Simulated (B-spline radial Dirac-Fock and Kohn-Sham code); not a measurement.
**What relativity does to the binding energies of Sb⁴⁺**

System: the Sb⁴⁺ ion, configuration [Kr] 4d10 5s1.

Both columns are ΔSCF binding energies of the configuration average from a radial atomic solver: non-relativistic Hartree-Fock with a point nucleus, and Dirac-Fock with a finite nucleus and the Coulomb interaction alone, averaged over the two j levels with weights 2j+1.

```
shell  Hartree-Fock (eV)  Dirac-Fock (eV)  shift (eV)  shift (%)
   1s            29523.1          30647.8    +1124.76      +3.81
   2s             4494.2           4770.5     +276.25      +6.15
   2p             4198.6           4279.2      +80.66      +1.92
   3s              945.1           1003.7      +58.62      +6.20
   3p              821.5            839.7      +18.17      +2.21
   3d              594.1            586.4       -7.71      -1.30
   4p              160.3            163.3       +3.07      +1.91
   4d              85.73            84.33       -1.40      -1.64
   5s              51.58            53.44       +1.87      +3.62
```

Relativity binds 1s, 2s, 2p, 3s, 3p, 4p, 5s more strongly, among those listed most of all 3s in relative terms, and 3d, 4d more weakly, because the contracted s and p shells screen the nucleus better.

Values without a named source are computed, but for edge energies of neutral atoms, which are taken from tables.
